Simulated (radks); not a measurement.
Results of a calculation; reference values are marked as such.
All-electron atom: Sr11+ in [Ar] 3d9.

Code: a radial shooting solver on a logarithmic mesh with Libxc functionals. Model: Dirac Kohn-Sham, PBEsol, spin-unpolarised, spherical densities, point nucleus; open shells are shared between the two j in proportion to 2j + 1.

Energy parts (eV):
| part | energy |
|---|---|
| total | -85311.330 |
| kinetic | 87903.438 |
| electron-nucleus | -199694.098 |
| Hartree | 29097.385 |
| exchange-correlation | -2618.055 |

Orbitals (lengths in bohr, moments of r in powers of bohr; r(max) is where P^2 peaks):
1s1/2: occ. 2; eigenvalue (eV) -16156.03; r(max) 0.02554; small-component weight 1.91e-02
2s1/2: occ. 2; eigenvalue (eV) -2386.758; r(max) 0.1452; small-component weight 3.84e-03
2p1/2: occ. 2; eigenvalue (eV) -2194.115; r(max) 0.1136; small-component weight 3.84e-03
2p3/2: occ. 4; eigenvalue (eV) -2125.637; r(max) 0.1171; small-component weight 3.73e-03
3s1/2: occ. 2; eigenvalue (eV) -551.1408; r(max) 0.4328; small-component weight 1.00e-03
3p1/2: occ. 2; eigenvalue (eV) -480.9104; r(max) 0.4207; small-component weight 9.56e-04
3p3/2: occ. 4; eigenvalue (eV) -469.9091; r(max) 0.4293; small-component weight 9.29e-04
3d3/2: occ. 3.6; eigenvalue (eV) -346.9356; r(max) 0.3668; small-component weight 8.26e-04
3d5/2: occ. 5.4; eigenvalue (eV) -344.9337; r(max) 0.3693; small-component weight 8.18e-04

The highest occupied level is 3d5/2 at -344.93 eV. Summed over all electrons, <r^2> = 4.839 bohr^2, which gives a Langevin (diamagnetic) susceptibility term of -3.83 x 10^-6 cm^3/mol.
